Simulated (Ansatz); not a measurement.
Ansatz (a program for electronic structure) input file for Sb(Br)(Me)2 (C2H6BrSb), SMILES [CH3][Sb]([CH3])[Br], PBE/def2-SVPD. Coordinates come from a PBE0-D3(BJ)/def2-SVP optimisation. The structure was generated by enumeration; whether it is a known compound was not checked. The def2 effective core potentials stand for the cores of Sb; spin–orbit coupling is left out.

Ansatz 0.2 input:
```yaml
crystal:
  periodic: [false, false, false]
  atoms:
    - {symbol: Sb, position_ang: [-0.74748416, 0.43792891, -0.00000000]}
    - {symbol: Br, position_ang: [1.74002024, -0.10602951, -0.00000000]}
    - {symbol: C, position_ang: [-1.23648669, -0.95679264, 1.58072110]}
    - {symbol: H, position_ang: [-0.88679622, -0.56224356, 2.54447149]}
    - {symbol: H, position_ang: [-2.32936639, -1.08521553, 1.61738511]}
    - {symbol: H, position_ang: [-0.75442524, -1.92345579, 1.38109962]}
    - {symbol: C, position_ang: [-1.23648669, -0.95679264, -1.58072110]}
    - {symbol: H, position_ang: [-0.88679624, -0.56224357, -2.54447150]}
    - {symbol: H, position_ang: [-0.75442524, -1.92345580, -1.38109962]}
    - {symbol: H, position_ang: [-2.32936639, -1.08521554, -1.61738511]}
basis:
  gaussian:
    orbitals: def2-SVPD
hamiltonian:
  xc: {name: PBE}
```

Output:

```
WARN ansatz: RAYON_NUM_THREADS=1 ignored (pool sized by the plan → 1); use --threads N
Functional definition: PBE
integrals: 0.11 GiB planned
1525 factors; their error is unknown
mean field: 0.66 GiB planned
mean field evaluation 1: about -78718.7474 eV, gradient 7.6e1 eV
mean field evaluation 2: about -78683.8586 eV, gradient 1.2e2 eV
mean field evaluation 4: about -78733.1281 eV, gradient 8.8e0 eV
mean field evaluation 8: about -78733.3919 eV, gradient 2.0e-1 eV
mean field evaluation 16: about -78733.3385 eV, gradient 1.6e-4 eV
mean field -78733.33845192 eV, -2893.3968207344 hartree, gradient 2.6e-5 eV, S^2 0.000000; 0 other end points of the search recorded, 0 dependent functions left out
reference -78733.33850625 eV, -2893.3968227310 hartree; 38, 38 occupied and 123, 123 virtual orbitals, 1525 factors
Total energy: -78733.33850625 eV, -2893.3968227310 hartree
```

The run converged.

Cost: very roughly 6 core-seconds.
